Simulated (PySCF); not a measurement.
UHF on Mn⁺ (manganese, charge +1)

Configuration: [Ar] 3d5 4s1, high-spin 7S determinant. All numbers are calculated (PySCF 2.14, no relativity, point nucleus, in 6-31G*).

| Quantity | Value |
| --- | --- |
| Total energy | -1149.501429 hartree |
| One-electron energy | -1578.0063 hartree |
| Hartree (Coulomb) energy | 479.4067 hartree |
| Exchange energy | -50.9018 hartree |
| Kinetic energy | 1149.26080 hartree |
| ⟨S²⟩ | 12.0002 |
| ⟨L²⟩ | 0.000 |
| Sum of ⟨r⟩ | 17.87 bohr |
| Sum of ⟨r²⟩ | 25.80 bohr² |
| Density at the nucleus (Gaussians lack the cusp) | 9930 bohr⁻³ |
| Spin density at the nucleus | 3.22 bohr⁻³ |
| Langevin diamagnetic susceptibility | -20.4 ×10⁻⁶ cm³/mol |
| Time after the integrals | 0.12 s of wall time on 1 thread of Neoverse-N1 (shared host) |

| shell | electrons | mean orbital energy (eV) | rms radius, mean of both spins (bohr) |
| --- | --- | --- | --- |
| 1s α | 1 | -6552.9 | 0.0713 |
| 1s β | 1 | -6552.8 | 0.0713 |
| 2s α | 1 | -801.93 | 0.305 |
| 2s β | 1 | -798.21 | 0.305 |
| 2p α | 3 | -685.01 | 0.274 |
| 2p β | 3 | -681.42 | 0.274 |
| 3s α | 1 | -117.29 | 0.924 |
| 3s β | 1 | -105.85 | 0.924 |
| 3p α | 3 | -82.101 | 0.991 |
| 3p β | 3 | -68.415 | 0.991 |
| 3d α | 5 | -24.993 | 1.24 |
| 4s α | 1 | -14.597 | 3.15 |
